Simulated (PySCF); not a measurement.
F$_{2}$OS, charge +1, quartet, geometry from GFN2-xTB of the parent state (a state made from the parent by changing its charge; the spin is typed, not shown lowest); MP2/6-31G (PySCF).

Input for PySCF:
```python
from pyscf import gto, scf, mp

mol = gto.Mole()
mol.atom = '''
    O     1.412777   -0.152744   -0.328451
    S     0.175328   -0.006149    0.328915
    F    -0.664628    1.263810   -0.187633
    F    -0.902868   -1.117107   -0.105148
'''
mol.basis = '6-31g'
mol.charge = 1
mol.spin = 3
mol.verbose = 5
mol.build()

mf = scf.UHF(mol)
mf.kernel()

pt = mp.MP2(mf)
pt.kernel()
print('E(MP2) = %.10f' % pt.e_tot)
```

Question: What does PySCF print? Leave out banner, timings and long lists.

Answer: 
```
PySCF version 2.14.0

[INPUT] verbose = 5
[INPUT] max_memory = 4000
[INPUT] num. atoms = 4
[INPUT] num. electrons = 41
[INPUT] charge = 1
[INPUT] spin (= nelec alpha-beta = 2S) = 3
[INPUT] symmetry False subgroup None
[INPUT] Mole.unit = angstrom
[INPUT] Symbol           X                Y                Z      unit          X                Y                Z       unit  Magmom
[...]
[INPUT] ---------------- BASIS SET ----------------
[INPUT] l, kappa, [nprim/nctr], expnt,             c_1 c_2 ...
[INPUT] S
[...]
                                3301.49           0.01423
                                754.146           0.069696
                                212.711           0.238487
                                67.9896           0.483307
                                23.0515           0.338074
[...]
                                100.71            -0.031693
                                32.1599           -0.113317
                                11.8079           0.05609
                                4.6311            0.592255
                                1.87025           0.455006
[...]
                                0.922167          0.066957
                                0.341287          1.05451
[...]
                                100.71            0.030681
                                32.1599           0.130452
                                11.8079           0.327205
                                4.6311            0.452851
                                1.87025           0.256042
[...]
                                0.922167          0.310263
                                0.341287          0.754483
[...]
[INPUT] O
[...]
                                825.23495         0.0139501
                                188.04696         0.0684451
                                52.9645           0.2327143
                                16.89757          0.470193
                                5.7996353         0.3585209
[...]
                                3.5999336         -0.1480263
                                1.0137618         1.130767
[...]
                                3.5999336         0.3397528
                                1.0137618         0.7271586
[...]
[INPUT] F
[...]
                                1051.36609        0.0139160796
                                239.28569         0.0684053245
                                67.3974453        0.23318576
                                21.5199573        0.471267439
                                7.4031013         0.356618546
[...]
                                4.80830834        -0.146451658
                                1.34406986        1.12868858
[...]
                                4.80830834        0.345912103
                                1.34406986        0.722469957
[...]
nuclear repulsion = 191.026359123463
number of shells = 22
number of NR pGTOs = 112
number of NR cGTOs = 40
basis = 6-31g
ecp = {}

******** <class 'pyscf.scf.uhf.UHF'> ********
method = UHF
initial guess = minao
damping factor = 0
level_shift factor = 0
DIIS = <class 'pyscf.scf.diis.CDIIS'>
diis_start_cycle = 1
diis_space = 8
diis_damp = 0
SCF conv_tol = 1e-09
SCF conv_tol_grad = None
SCF max_cycles = 50
direct_scf = True
direct_scf_tol = 1e-13
number electrons alpha = 22  beta = 19
Set gradient conv threshold to 3.16228e-05
E1 = -1310.6172537417733  E2 = 447.66007031983463  Ecoul = 500.83320464933973  Exc = -53.1731343295051
init E= -671.930824298475
cond(S) = 96.25267871710255

  alpha mo_energy =
[-9.19993420e+01 -2.64853954e+01 -2.64852582e+01 -2.08073959e+01
 -9.04120100e+00 -6.71106473e+00 -6.70401627e+00 -6.70258338e+00
 -1.90064472e+00 -1.74861854e+00 -1.67104812e+00 -9.89195156e-01
 -8.18085394e-01 -7.57113388e-01 -7.41182263e-01 -6.65521473e-01
 -6.62489889e-01 -6.38995061e-01 -5.47011910e-01 -5.20246770e-01
 -3.22414983e-01  4.85545434e-02  7.08269979e-02  1.80046145e-01
  4.25883505e-01  5.04272373e-01  5.12432426e-01  6.36650464e-01
  1.07354599e+00  1.11247228e+00  1.11353238e+00  1.34961570e+00
  1.43365496e+00  1.46256875e+00  1.48333475e+00  1.55275948e+00
  1.62443935e+00  1.73016949e+00  1.95160985e+00  2.29755679e+00]
  beta  mo_energy =
[-9.19993420e+01 -2.64853954e+01 -2.64852582e+01 -2.08073959e+01
 -9.04120100e+00 -6.71106473e+00 -6.70401627e+00 -6.70258338e+00
 -1.90064472e+00 -1.74861854e+00 -1.67104812e+00 -9.89195156e-01
 -8.18085394e-01 -7.57113388e-01 -7.41182263e-01 -6.65521473e-01
 -6.62489889e-01 -6.38995061e-01 -5.47011910e-01 -5.20246770e-01
 -3.22414983e-01  4.85545434e-02  7.08269979e-02  1.80046145e-01
  4.25883505e-01  5.04272373e-01  5.12432426e-01  6.36650464e-01
  1.07354599e+00  1.11247228e+00  1.11353238e+00  1.34961570e+00
  1.43365496e+00  1.46256875e+00  1.48333475e+00  1.55275948e+00
  1.62443935e+00  1.73016949e+00  1.95160985e+00  2.29755679e+00]
multiplicity <S^2> = 3.75  2S+1 = 4
E1 = -1289.5392698298822  E2 = 428.4956449168734  Ecoul = 481.4244191252334  Exc = -52.92877420835998
cycle= 1 E= -670.017265789545  delta_E= 1.91  |g|= 0.564  |ddm|= 2.35
  alpha mo_energy =
[-9.30120337e+01 -2.65315505e+01 -2.65315475e+01 -2.14122323e+01
 -9.95159233e+00 -7.64187289e+00 -7.64134545e+00 -7.63283595e+00
 -2.20854921e+00 -1.99787539e+00 -1.94383986e+00 -1.47221535e+00
 -1.33168662e+00 -1.25984560e+00 -1.24291792e+00 -1.11275041e+00
 -1.03465038e+00 -9.82190209e-01 -9.49832785e-01 -9.29107193e-01
 -9.21783927e-01 -6.76189555e-01 -3.13749546e-01 -2.36050820e-01
  1.30862838e-02  9.86978420e-02  1.03785595e-01  1.61632447e-01
  6.50152182e-01  6.91267620e-01  7.18743830e-01  1.11579119e+00
  1.14879748e+00  1.22614095e+00  1.32474894e+00  1.35185132e+00
  1.41976779e+00  1.45509809e+00  1.64116200e+00  2.00625866e+00]
  beta  mo_energy =
[-9.29990696e+01 -2.65154963e+01 -2.65154926e+01 -2.13705285e+01
 -9.93513892e+00 -7.62976260e+00 -7.61728358e+00 -7.60919882e+00
 -2.07145928e+00 -1.91686497e+00 -1.87852175e+00 -1.31973536e+00
[...]
  -0.90815928  -0.62084949  -0.2078103   -0.10296402   0.10873909
   0.1719985    0.17751832   0.28126981   0.75121952   0.79685316
   0.82111565   1.11370796   1.18325248   1.18612517   1.25109651
   1.30467174   1.40511463   1.42343918   1.63893433   2.00672343]
  beta  mo_energy =
[-9.25166648e+01 -2.66550145e+01 -2.66550109e+01 -2.10481655e+01
 -9.53881770e+00 -7.22901227e+00 -7.21128572e+00 -7.20433141e+00
 -1.96394094e+00 -1.89101300e+00 -1.80409264e+00 -1.22364015e+00
 -1.05913398e+00 -1.03355514e+00 -9.90541695e-01 -9.63145453e-01
 -9.42678251e-01 -9.30368472e-01 -9.19183970e-01 -3.74301067e-01
 -3.65365319e-01 -1.04215645e-01 -4.88918075e-02 -4.23004324e-02
  1.44753565e-01  2.04818765e-01  2.27485630e-01  3.15289420e-01
  8.41973585e-01  8.69267505e-01  9.31512211e-01  1.13565901e+00
  1.21973560e+00  1.22775235e+00  1.33685902e+00  1.39492748e+00
  1.42565763e+00  1.46893540e+00  1.70165538e+00  2.04170596e+00]
multiplicity <S^2> = 3.8142732  2S+1 = 4.0320085
E1 = -1294.9849277851863  E2 = 433.6965441526564  Ecoul = 486.8576177899683  Exc = -53.161073637311915
cycle= 14 E= -670.262024509067  delta_E= -3.97e-09  |g|= 2.61e-05  |ddm|= 0.000107
  alpha mo_energy =
[-92.52863849 -26.68582599 -26.68582426 -21.10375153  -9.55277021
  -7.23899681  -7.23490773  -7.22757479  -2.06055873  -1.99071732
  -1.96465235  -1.36365797  -1.21906381  -1.15041118  -1.11698591
  -1.10739564  -1.05269401  -1.01446624  -1.00344754  -0.98085498
  -0.90815823  -0.62085235  -0.20781463  -0.1029645    0.10873601
   0.17199603   0.17751535   0.28126853   0.75122575   0.79686323
   0.8211255    1.11370429   1.18325206   1.18612062   1.25109381
   1.30467064   1.40511069   1.42343959   1.63892984   2.00672067]
  beta  mo_energy =
[-9.25166739e+01 -2.66550243e+01 -2.66550237e+01 -2.10481607e+01
 -9.53882468e+00 -7.22901896e+00 -7.21129229e+00 -7.20433902e+00
 -1.96394527e+00 -1.89101914e+00 -1.80409426e+00 -1.22364180e+00
 -1.05913681e+00 -1.03355809e+00 -9.90552661e-01 -9.63150791e-01
 -9.42684701e-01 -9.30365054e-01 -9.19195930e-01 -3.74303889e-01
 -3.65364902e-01 -1.04220122e-01 -4.88923408e-02 -4.23012181e-02
  1.44751856e-01  2.04819246e-01  2.27483556e-01  3.15289053e-01
  8.41976102e-01  8.69263218e-01  9.31514969e-01  1.13565476e+00
  1.21973336e+00  1.22775232e+00  1.33685372e+00  1.39492038e+00
  1.42565248e+00  1.46893566e+00  1.70165053e+00  2.04170236e+00]
multiplicity <S^2> = 3.8142581  2S+1 = 4.032001
E1 = -1294.9849289150927  E2 = 433.69654528004287  Ecoul = 486.85762122600596  Exc = -53.16107594596309
cycle= 15 E= -670.262024511587  delta_E= -2.52e-09  |g|= 1.2e-05  |ddm|= 0.000114
  alpha mo_energy =
[-92.52863703 -26.68582631 -26.68582093 -21.10374115  -9.55277003
  -7.2389966   -7.23490759  -7.22757496  -2.06055724  -1.99071691
  -1.96464724  -1.36365726  -1.21906081  -1.1504065   -1.11698335
  -1.10739131  -1.05269292  -1.01446619  -1.00344224  -0.98085491
  -0.90815685  -0.6208528   -0.20781451  -0.10296361   0.10873493
   0.17199503   0.17751469   0.2812691    0.7512298    0.79686922
   0.82113055   1.11370454   1.18325345   1.18612038   1.25109517
   1.30467245   1.40511081   1.4234412    1.63892985   2.00672151]
  beta  mo_energy =
[-9.25166717e+01 -2.66550252e+01 -2.66550192e+01 -2.10481530e+01
 -9.53882352e+00 -7.22901774e+00 -7.21129085e+00 -7.20433786e+00
 -1.96394417e+00 -1.89101856e+00 -1.80409238e+00 -1.22364051e+00
 -1.05913464e+00 -1.03355626e+00 -9.90555495e-01 -9.63148066e-01
 -9.42685930e-01 -9.30360367e-01 -9.19200166e-01 -3.74303506e-01
 -3.65361827e-01 -1.04219972e-01 -4.88912578e-02 -4.22998797e-02
  1.44751815e-01  2.04819972e-01  2.27483540e-01  3.15290226e-01
  8.41978357e-01  8.69263004e-01  9.31518411e-01  1.13565557e+00
  1.21973508e+00  1.22775464e+00  1.33685320e+00  1.39491915e+00
  1.42565316e+00  1.46893784e+00  1.70165110e+00  2.04170320e+00]
multiplicity <S^2> = 3.8142513  2S+1 = 4.0319977
E1 = -1294.984898139365  E2 = 433.69651450367667  Ecoul = 486.8575893580236  Exc = -53.16107485434691
cycle= 16 E= -670.262024512225  delta_E= -6.38e-10  |g|= 5.94e-06  |ddm|= 5.87e-05
  alpha mo_energy =
[-92.52863935 -26.68582443 -26.68582271 -21.10374351  -9.55277185
  -7.23899851  -7.23490951  -7.22757676  -2.06055761  -1.99071695
  -1.96464799  -1.3636578   -1.21906143  -1.15040696  -1.11698391
  -1.10739189  -1.05269269  -1.01446615  -1.00344233  -0.98085482
  -0.90815786  -0.62085377  -0.20781494  -0.10296421   0.10873437
   0.17199454   0.1775143    0.28126841   0.75122914   0.79686891
   0.82113007   1.11370458   1.18325312   1.18612036   1.25109555
   1.30467263   1.40511092   1.42344087   1.63892968   2.00672145]
  beta  mo_energy =
[-9.25166740e+01 -2.66550223e+01 -2.66550217e+01 -2.10481555e+01
 -9.53882531e+00 -7.22901965e+00 -7.21129263e+00 -7.20433965e+00
 -1.96394426e+00 -1.89101837e+00 -1.80409332e+00 -1.22364111e+00
 -1.05913464e+00 -1.03355619e+00 -9.90556068e-01 -9.63147413e-01
 -9.42686755e-01 -9.30359784e-01 -9.19201745e-01 -3.74303970e-01
 -3.65362144e-01 -1.04220555e-01 -4.88916723e-02 -4.23004618e-02
  1.44751391e-01  2.04819587e-01  2.27483106e-01  3.15289382e-01
  8.41977676e-01  8.69262199e-01  9.31517701e-01  1.13565579e+00
  1.21973536e+00  1.22775460e+00  1.33685324e+00  1.39491911e+00
  1.42565355e+00  1.46893763e+00  1.70165111e+00  2.04170319e+00]
multiplicity <S^2> = 3.8142512  2S+1 = 4.0319976
E1 = -1294.9848988991828  E2 = 433.6965152634269  Ecoul = 486.85759111050413  Exc = -53.16107584707726
Extra cycle  E= -670.262024512293  delta_E= -6.76e-11  |g|= 4.58e-06  |ddm|= 9.92e-06
converged SCF energy = -670.262024512293  <S^2> = 3.8142512  2S+1 = 4.0319976

******** <class 'pyscf.mp.ump2.UMP2'> ********
nocc = (np.int64(22), np.int64(19)), nmo = (40, 40)
transform (ia|jb) incore
E(UMP2) = -670.654546179297  E_corr = -0.392521667004158
E(SCS-UMP2) = -670.637123705862  E_corr = -0.375099193569461
E_corr(same-spin) = -0.110684777117918
E_corr(oppo-spin) = -0.281836889886241
E(MP2) = -670.6545461793
```
